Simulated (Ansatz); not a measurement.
Consider the formal exchange of groups at a B–C bond: `B[CH2][AlH][OH]` + `O1[SiH2]P1` → `B[SiH]1OP1` + `[CH3][AlH][OH]`.

Calculated with Ansatz (gas phase, PBE0-D4/def2-TZVP geometries, no zero-point term in ΔE). CBS: MP2 limit from def2 TZ/QZ plus the TZ coupled-cluster correction, frozen cores. DFT in def2-TZVPP. Each species was taken in one conformer, which may not be the lowest.

CCSD(T)/CBS gives +0.45 eV.

Question: Another level gave +0.48 eV. Which?
A. PBE0-D4/def2-TZVPP
B. CCSD/def2-TZVPP
C. r2SCAN0-D4/def2-TZVPP
D. LDA (SPW92)/def2-TZVPP

Answer: B. CCSD/def2-TZVPP 0.48, LDA (SPW92) 0.34, r2SCAN0-D4 0.43, PBE0-D4 0.39 eV.

Largest T1 diagnostic among the species: 0.021, so the coupled-cluster value is less sure than usual.

From BLYP to BHLYP (50 % exact exchange), in def2-TZVPP and without D4, ΔE moves by +0.15 eV. Leaving LDA and LC-ωPBE aside and taking each functional with its dispersion term where it has one, the values, not all of them listed here, spread over 0.20 eV, from revPBE-D4 to ωB97M-V. LDA lies +0.03 eV from PBE without D4. At CCSD(T), def2-SVP lies +0.05 eV from the extrapolated value and def2-TZVPP −0.00 eV.
